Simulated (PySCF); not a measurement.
Compound: C₅H₆BrF.
SMILES: `C=C(Br)C(=C)CF`

The closed-shell SCF was solved with PySCF and density fitting under several settings on one GFN2-xTB geometry (grid level 2 and gas phase unless stated).

| settings | basis functions | SCF cycles | E (Eh) | HOMO (eV) | LUMO (eV) | dipole (D) |
| --- | --- | --- | --- | --- | --- | --- |
| B97-D/STO-3G, IEF-PCM dimethylsulfoxide, fitting basis def2-universal-jkfit | 54 | 10 | -2837.2945 | -3.30 | 0.53 | 1.39 |
| PBE0/cc-pVDZ, IEF-PCM chloroform | 141 | 12 | -2867.4516 | -7.06 | -1.16 | 2.08 |

Question: Estimate the rows for these settings: (1) LC-wPBE/pcseg-1; (2) X3LYP/ANO-RCC-VDZP, grid level 3, energy threshold 1e-08 Eh.

Answer: 
| settings | basis functions | SCF cycles | E (Eh) | HOMO (eV) | LUMO (eV) | dipole (D) |
| --- | --- | --- | --- | --- | --- | --- |
| LC-wPBE/pcseg-1 | 141 | 13 | -2867.1893 | -9.81 | 0.75 | 1.89 |
| X3LYP/ANO-RCC-VDZP, grid level 3, energy threshold 1e-08 Eh | 141 | 9 | -2846.1299 | -6.96 | -1.37 | 1.87 |

Question: Over all rows, what range does the HOMO–LUMO gap span?

Answer: From 3.83 eV (B97-D/STO-3G, IEF-PCM dimethylsulfoxide, fitting basis def2-universal-jkfit) to 10.56 eV (LC-wPBE/pcseg-1). The functional of the narrowest has no exact exchange, that of the widest range-separated exact exchange.

Question: And the dipole moment?

Answer: From 1.39 D (B97-D/STO-3G, IEF-PCM dimethylsulfoxide, fitting basis def2-universal-jkfit) to 2.08 D (PBE0/cc-pVDZ, IEF-PCM chloroform); the largest is 1.50 times the smallest, and the median is 1.88 D.

Whole jobs, the steps after the SCF included, on Arm Neoverse V2, one thread, shared host:

| settings | work after the SCF | wall time | peak memory |
| --- | --- | --- | --- |
| B97-D/STO-3G, IEF-PCM dimethylsulfoxide, fitting basis def2-universal-jkfit | spin–spin couplings from 12 perturbed nuclei, spin–dipole term for 1 of them | 4.7 s | 0.50 GiB |
| PBE0/cc-pVDZ, IEF-PCM chloroform | spin–spin couplings from 12 perturbed nuclei, spin–dipole term for 1 of them | 26 s | 0.89 GiB |
| LC-wPBE/pcseg-1 | spin–spin couplings from 12 perturbed nuclei, spin–dipole term for 1 of them | 34 s | 0.75 GiB |
| X3LYP/ANO-RCC-VDZP, grid level 3, energy threshold 1e-08 Eh | spin–spin couplings from 12 perturbed nuclei, spin–dipole term for 1 of them | 36 s | 0.77 GiB |

B97-D ran without the empirical dispersion term, which would shift the total energy alone. Cycle counts include a coarse-grid stage where the run had one. ANO-RCC sets were contracted for a scalar-relativistic Hamiltonian, but ran non-relativistically here. One conformer (not necessarily the lowest) at the GFN2-xTB geometry, without vibrations or thermal averaging.

The values belong to the conformer `[CH2:1]=[C:2]([Br:3])[C:4](=[CH2:5])[CH2:6][F:7]`: C1–C2–C4–C5 -179°, C2–C4–C6–F7 61°.
